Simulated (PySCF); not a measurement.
## State search for CaIn

Unrestricted PBE0; PySCF, scalar-relativistic core potentials, basis sets Ca def2-SVP, In def2-SVP with ECP28. Outer shells of the fragments: Ca 4s2; In 4d10 5s2 5p1.

Followed along the bond (rough minima from three points):

```json
{"2Ms+1": "2", "unpaired": "π ↑", "⟨S²⟩ at the start": "0.94", "R at minimum (Å)": "3.28", "Te (eV)": "0.00"}
{"2Ms+1": "2", "unpaired": "σ ↑", "⟨S²⟩ at the start": "0.75", "R at minimum (Å)": "3.68", "Te (eV)": "0.21"}
{"2Ms+1": "4", "unpaired": "σ ↑, π ↑↑", "⟨S²⟩ at the start": "3.75", "R at minimum (Å)": "2.88", "Te (eV)": "0.61"}
{"2Ms+1": "4", "unpaired": "σ ↑↑, π ↑", "⟨S²⟩ at the start": "3.75", "R at minimum (Å)": "3.18", "Te (eV)": "0.75"}
{"2Ms+1": "2", "unpaired": "σ ↓, π ↑↑", "⟨S²⟩ at the start": "1.76", "R at minimum (Å)": "2.88", "Te (eV)": "0.89"}
```

Solutions found at the starting distance of 2.980 Å, counted from the lowest of them; the search is not exhaustive and high or unbound solutions are not listed, so other states can lie among these:

| 2Ms+1 | unpaired | term | E (eV) | ⟨S²⟩ | ⟨Lz²⟩ | μ (D) |
| --- | --- | --- | --- | --- | --- | --- |
| 2 | π ↑ | ²Π | 0.00 | 0.94 | 1.01 | -2.31 |
| 4 | σ ↑, π ↑↑ | ⁴Σ⁻ | 0.52 | 3.75 | 0.00 | -5.09 |
| 2 | σ ↑ | ²Σ⁺ | 0.58 | 0.75 | 0.00 | -0.38 |
| 4 | σ ↑↑, π ↑ | ⁴Π | 0.70 | 3.75 | 1.01 | -3.67 |
| 2 | σ ↓, π ↑↑ | mixed | 0.79 | 1.76 | 0.00 | -3.83 |
| 2 | σ ↑, π ↑↓ | mixed | 0.84 | 1.76 | 2.02 | -4.47 |
| 2 | σ ↑ | mixed | 1.36 | 0.76 | 2.01 | -4.48 |
| 4 | σ ↑, π ↑↑ | mixed | 2.01 | 3.75 | 2.01 | -1.25 |
| 4 | σ ↑, π ↑, δ ↑ | mixed | 2.08 | 3.75 | 5.00 | -3.85 |
| 4 | σ ↑, π ↑, δ ↑ | mixed | 2.09 | 3.75 | 4.94 | -3.84 |
| 2 | σ ↑, π ↑, δ ↓ | mixed | 2.36 | 1.75 | 4.57 | -4.63 |

A term symbol is given only where ⟨S²⟩ and ⟨Lz²⟩ are close to those of a pure state; real π, δ and φ orbitals otherwise mix terms. A positive dipole means Ca(−)In(+).

Task: Compare the gap between the two lowest followed solutions at the starting distance with the gap between their minima.

Result: At PBE0 the second solution (doublet, unpaired electrons σ ↑) lies +0.58 eV from the first (doublet, unpaired electrons π ↑) at 2.980 Å and +0.21 eV at the minima; the two curves relax by different amounts, since their minima lie near 3.68 and 3.28 Å.

Spin–orbit coupling is left out.
